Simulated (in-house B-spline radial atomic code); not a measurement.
A calculation on the thulium ion Tm⁶⁺ (an excited or competing configuration): its settings, and results tabulated from the run. Method: scalar-relativistic (X2C) wB97X, spin-polarised, spherical fractional occupations, exact exchange averaged over the configuration, Fermi nucleus of rms radius 5.2256 fm. Calculated with a radial B-spline atomic code at the basis-set limit.

Command:
```bash
python run_scf.py task.json out
```
Settings (nuclear radius in fm, mass in u):
```
Z                69
configuration    [Kr] 4d10 4f12 5s2 5p3
hamiltonian      x2c
method           wb97x
spin_polarised   True
nucleus          fermi
rms_radius       5.2256
atomic_mass      168.93422
speed_of_light   137.035999084
exact_exchange   averaged over the configuration
```

Output (hartree, bohr):
```
 radial grid: 67 intervals, B-splines of order 8, outer radius 21.6418 bohr

 iter        energy (Eh)    residual
    1      -13501.171295    9.33e-01
    2      -13516.391432    1.55e+00
    3      -13556.721710    3.28e-01
    4      -13557.803775    1.16e-01
    5      -13557.950578    3.52e-02
    6      -13557.959465    1.48e-02
    7      -13557.964038    5.31e-03
    8      -13557.964520    3.37e-04
    9      -13557.964522    2.32e-05
   10      -13557.964522    1.84e-06
   11      -13557.964522    1.19e-07

 total energy                    -13557.96452
 kinetic                           15021.2287
 electron-nucleus                 -33427.1287
 Hartree                            5135.4148
 exact exchange                      -53.0430
 exchange-correlation               -234.4363

 orbital      occ     eigenvalue          <r>       <r^2>       <1/r>       r_max
 1s up      1.000     -2179.0547    0.0192493 0.000516049     85.7692     0.01171
 1s down    1.000     -2179.0428    0.0192492 0.000516044     85.7696     0.01171
 2s up      1.000      -371.1486    0.0841278  0.00842667     19.9148     0.07173
 2s down    1.000      -371.1413    0.0841268  0.00842641     19.9149     0.07173
 2p up      3.000      -328.8632    0.0749188  0.00687068     17.1562     0.05803
 2p down    3.000      -328.8513    0.0749191  0.00687068      17.156     0.05803
 3s up      1.000       -86.3109      0.22044   0.0556827     7.16834      0.2034
 3s down    1.000       -86.2651     0.220373   0.0556469     7.17074      0.2033
 3p up      3.000       -73.4050     0.219618   0.0560171     6.42238         0.2
 3p down    3.000       -73.3554     0.219542   0.0559763     6.42455      0.1999
 3d up      5.000       -57.0772     0.199843   0.0468766     6.01375      0.1632
 3d down    5.000       -57.0361     0.199736   0.0468204     6.01625      0.1632
 4s up      1.000       -19.8292     0.497887      0.2801     2.96232      0.4649
 4s down    1.000       -19.7318     0.497929    0.280069     2.96037       0.465
 4p up      3.000       -15.5551     0.527602    0.316943       2.647      0.4856
 4p down    3.000       -15.4545     0.527609     0.31683     2.64523      0.4858
 4d up      5.000        -9.7704     0.571117    0.378635     2.32271      0.5019
 4d down    5.000        -9.6618     0.570006    0.376799     2.32492       0.502
 4f up      7.000        -3.4359     0.712329    0.636246     1.79081      0.4936
 4f down    5.000        -3.3294     0.708809    0.630943       1.799      0.4934
 5s up      1.000        -5.1408      1.16828     1.52371     1.15104       1.072
 5s down    1.000        -4.9187      1.17207     1.53632     1.14977       1.069
 5p up      3.000        -4.0020      1.31054     1.92149    0.998386       1.192
```

Time taken, with all properties: 1.2 s on 1 thread of Intel(R) Xeon(R) Platinum 8488C, with other jobs on the host.

One-electron X2C: radii and densities carry no picture-change correction, so inner-shell <1/r> comes out high (for 1s by about 2 % at Z = 33, 5 % at 54, 10 % at 75, 30 % at 118) and <r> low.
